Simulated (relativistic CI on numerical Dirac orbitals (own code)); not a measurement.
**Inner-shell lines of Au44+**

These numbers are calculated, not measured: Dirac-Coulomb-Breit CI, separate exchange-only KLI orbitals for each configuration, a model potential for QED, valence Slater integrals scaled by 0.85 (own radial code, finite nucleus).

CI space (outside the closed core 1s2 2p6 3s2 3p6 3d10): 2s²4s²4p⁵, 2s4s²4p⁶, 2s4s²4p⁵5p, 2s4s4p⁶5p, 2s²4s4p⁶. Levels of other configurations are missing.

The table holds the strongest lines. The upper levels have an inner-shell vacancy. Auger decay, open to those above the ionisation limit, is not computed, and radiative decays to configurations outside the model are missing too. Absolute energies can be off by a few tenths of a per cent, and at this charge the scaling can make term splittings too narrow, so close lines can change order. LS names give the leading component, which can be well under half, for lower levels too. Brackets number the levels in order of energy.

```
 E (eV)                  Upper                 Lower   A (s⁻¹)  gA (s⁻¹)
14076.1     2s4s²4p⁶ ²S1/2 [4]  2s²4s²4p⁵ ²P°1/2 [2]  2.12e+14  4.23e+14
14209.0     2s4s²4p⁶ ²S1/2 [4]  2s²4s²4p⁵ ²P°3/2 [1]  2.90e+14  5.80e+14
14976.6   2s4s²4p⁵5p ²P1/2 [7]  2s²4s²4p⁵ ²P°1/2 [2]  2.86e+10  5.72e+10
15034.5  2s4s²4p⁵5p ²P3/2 [10]  2s²4s²4p⁵ ²P°1/2 [2]  1.31e+10  5.25e+10
15035.2  2s4s²4p⁵5p ²P1/2 [11]  2s²4s²4p⁵ ²P°1/2 [2]  4.61e+10  9.22e+10
15038.5  2s4s²4p⁵5p ²P3/2 [14]  2s²4s²4p⁵ ²P°1/2 [2]  2.64e+09  1.06e+10
15044.8  2s4s²4p⁵5p ²S1/2 [15]  2s²4s²4p⁵ ²P°1/2 [2]  1.16e+11  2.32e+11
15107.7  2s4s4p⁶5p ⁴P°1/2 [23]    2s²4s4p⁶ ²S1/2 [3]  1.54e+13  3.08e+13
15108.2   2s4s²4p⁵5p ⁴P3/2 [5]  2s²4s²4p⁵ ²P°3/2 [1]  2.45e+13  9.79e+13
15108.3  2s4s4p⁶5p ⁴P°3/2 [24]    2s²4s4p⁶ ²S1/2 [3]  5.52e+13  2.21e+14
15108.9   2s4s²4p⁵5p ²D5/2 [6]  2s²4s²4p⁵ ²P°3/2 [1]  5.73e+13  3.44e+14
15109.6   2s4s²4p⁵5p ²P1/2 [7]  2s²4s²4p⁵ ²P°3/2 [1]  6.24e+13  1.25e+14
15110.3   2s4s²4p⁵5p ²D3/2 [8]  2s²4s²4p⁵ ²P°3/2 [1]  2.95e+13  1.18e+14
15112.6  2s4s²4p⁵5p ⁴D1/2 [16]  2s²4s²4p⁵ ²P°1/2 [2]  1.44e+13  2.88e+13
15112.7  2s4s²4p⁵5p ²D3/2 [17]  2s²4s²4p⁵ ²P°1/2 [2]  5.69e+13  2.28e+14
15115.8  2s4s4p⁶5p ²P°1/2 [25]    2s²4s4p⁶ ²S1/2 [3]  4.39e+13  8.77e+13
15119.7  2s4s²4p⁵5p ²S1/2 [18]  2s²4s²4p⁵ ²P°1/2 [2]  4.43e+13  8.86e+13
15167.4  2s4s²4p⁵5p ²P3/2 [10]  2s²4s²4p⁵ ²P°3/2 [1]  2.97e+13  1.19e+14
15168.2  2s4s²4p⁵5p ²P1/2 [11]  2s²4s²4p⁵ ²P°3/2 [1]  5.04e+13  1.01e+14
15168.3  2s4s4p⁶5p ²P°3/2 [27]    2s²4s4p⁶ ²S1/2 [3]  5.95e+13  2.38e+14
15168.6  2s4s²4p⁵5p ²D5/2 [12]  2s²4s²4p⁵ ²P°3/2 [1]  7.93e+13  4.76e+14
15169.2  2s4s4p⁶5p ²P°1/2 [28]    2s²4s4p⁶ ²S1/2 [3]  8.04e+13  1.61e+14
15170.2  2s4s²4p⁵5p ⁴P5/2 [13]  2s²4s²4p⁵ ²P°3/2 [1]  2.55e+12  1.53e+13
15171.4  2s4s²4p⁵5p ²P3/2 [14]  2s²4s²4p⁵ ²P°3/2 [1]  5.60e+13  2.24e+14
15172.0  2s4s²4p⁵5p ⁴P3/2 [19]  2s²4s²4p⁵ ²P°1/2 [2]  5.90e+11  2.36e+12
15172.6  2s4s²4p⁵5p ²P1/2 [20]  2s²4s²4p⁵ ²P°1/2 [2]  8.30e+13  1.66e+14
15173.1  2s4s²4p⁵5p ²D3/2 [22]  2s²4s²4p⁵ ²P°1/2 [2]  8.18e+13  3.27e+14
15175.5  2s4s4p⁶5p ²P°3/2 [29]    2s²4s4p⁶ ²S1/2 [3]  2.36e+13  9.45e+13
15177.8  2s4s²4p⁵5p ²S1/2 [15]  2s²4s²4p⁵ ²P°3/2 [1]  2.89e+13  5.77e+13
15245.5  2s4s²4p⁵5p ⁴D1/2 [16]  2s²4s²4p⁵ ²P°3/2 [1]  1.68e+10  3.36e+10
15245.6  2s4s²4p⁵5p ²D3/2 [17]  2s²4s²4p⁵ ²P°3/2 [1]  5.61e+09  2.24e+10
15252.7  2s4s²4p⁵5p ²S1/2 [18]  2s²4s²4p⁵ ²P°3/2 [1]  2.64e+11  5.27e+11
15305.0  2s4s²4p⁵5p ⁴P3/2 [19]  2s²4s²4p⁵ ²P°3/2 [1]  2.62e+08  1.05e+09
15305.5  2s4s²4p⁵5p ²P1/2 [20]  2s²4s²4p⁵ ²P°3/2 [1]  4.23e+10  8.46e+10
15306.1  2s4s²4p⁵5p ²D3/2 [22]  2s²4s²4p⁵ ²P°3/2 [1]  6.70e+09  2.68e+10
```
